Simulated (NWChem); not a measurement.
# CH3FOSi; SMILES O=C[SiH2]F

```xyz
7

O      0.0822    -2.0847     0.0000
C     -0.5361    -1.0482     0.0000
Si     0.4674     0.5904     0.0000
F     -0.5518     1.8581     0.0000
H     -1.6616    -1.0514     0.0000
H      1.3007     0.6366    -1.2307
H      1.3007     0.6366     1.2307
```
Atoms are numbered in this order, from 1.

Computed with NWChem. Pople sets run with spherical d functions. Coordinates come from a PBE0/def2-SVP optimisation. B3LYP is NWChem's, with the RPA form of VWN correlation. Static field.

```
level                 isotropic polarisability (bohr³)  anisotropy (bohr³)
--------------------  --------------------------------  ------------------
PBE/6-31+G*                                       40.1                12.7
B3LYP/6-31+G*                                      ___                 ___
Hartree-Fock/6-31+G*                              33.9                 7.9
BHandHLYP/6-31+G*                                 36.0                 9.3
```

Question: Fill in the missing entries.

Answer: 
- B3LYP/6-31+G*, isotropic polarisability (bohr³): 38.1
- B3LYP/6-31+G*, anisotropy (bohr³): 10.9
